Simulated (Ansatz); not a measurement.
Total energies of (H2Ga-mu-OH)2 (Ga₂O₂H₆) from Ansatz at PBE-D4/def2-TZVPD, gas phase (1 Eh = 27.2114 eV = 2625.5 kJ/mol). The reference geometry is relaxed at PBE-D4/def2-SVP.

```
                 state   geometry  energy (Eh)
      charge 0 singlet  reference  -4003.16810
     charge -1 doublet  reference  -4003.16374
free Ga atom (doublet)          –  -1924.51534
 free H atom (doublet)          –     -0.49962
 free O atom (triplet)          –    -75.01069
```

(1) Work out the vertical electron affinity, to the doublet.

(2) What is the binding energy per atom against free atoms?

(1) E(charge 0 singlet) − E(charge -1 doublet) = -4003.16810 − (-4003.16374) = -0.00436 Eh = -0.12 eV; negative, so the extra electron isn't bound.

(2) Atoms: 2 × (-1924.51534) + 6 × (-0.49962) + 2 × (-75.01069) = -4002.04978 Eh. Binding: -4002.04978 − (-4003.16810) = 1.11832 Eh = 30.43 eV, or 3.04 eV for each of 10 atoms (no zero-point energy, no counterpoise term).

At PBE-D4/def2-TZVPD the highest occupied level of the charge -1 doublet lies above zero (up to 1.79 eV). By energy differences it is unbound by 0.12 eV (vertical, against the charge 0 singlet, at PBE-D4/def2-TZVPD) and held by the finite basis.
